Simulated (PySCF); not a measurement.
Ga(H)(Br)(OMe) (CH4BrGaO), SMILES [GaH]([Br])[O]C. Coordinates come from a PBE-D3(BJ)/def2-SVP optimisation. The values are those of a single conformer.

Computed equilibrium geometry at PBE-D3(BJ)/def2-SVP (PySCF confirms it by a frequency run) as Cartesian coordinates in Å, and its point group (one conformer of several):
point group Cs.
```xyz
8

Ga     0.8461    -0.5032     0.0000
H      2.3993    -0.5864     0.0000
Br    -0.3645     1.4657     0.0000
O     -0.1158    -2.0126     0.0000
C     -1.5281    -2.0985     0.0000
H     -1.8725    -2.6576     0.8984
H     -1.8725    -2.6576    -0.8984
H     -2.0313    -1.1047     0.0000
```
